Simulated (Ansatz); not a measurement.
`F[Si]O[SiH3]` + `C[SiH3]` → `F[SiH]` + `C[SiH2]O[SiH3]`  (redistribution)

Computed with Ansatz on PBE0-D4/def2-TZVP structures; ΔE is electronic, products minus reactants. CBS: MP2 limit from def2 TZ/QZ plus the TZ coupled-cluster correction, frozen cores. This one scheme is used for every species. DFT in def2-TZVPP. B3LYP here is the variant with VWN-RPA as its local correlation; programs differ in this. Each species was taken in one conformer, which may not be the lowest.

CCSD(T)/CBS gives +79.8 kJ/mol.

(1) Another level gave +83.9 kJ/mol. Which?
A. B3LYP-D4/def2-TZVPP
B. BLYP/def2-TZVPP
C. LDA (SPW92)/def2-TZVPP
D. BHLYP/def2-TZVPP

Largest T1 diagnostic among the species: 0.015.

## Answers

(1) A. B3LYP-D4 83.9, BHLYP 79.7, BLYP 88.2, LDA (SPW92) 94.1 kJ/mol.

Leaving LDA and LC-ωPBE aside and taking each functional with its dispersion term where it has one, the values, not all of them listed here, spread over 10.4 kJ/mol, from BHLYP-D4 to PBE-D4. LDA lies +3.8 kJ/mol from PBE without D4. From PBE to PBE0 (25 % exact exchange), in def2-TZVPP and without D4, ΔE moves by −4.7 kJ/mol.
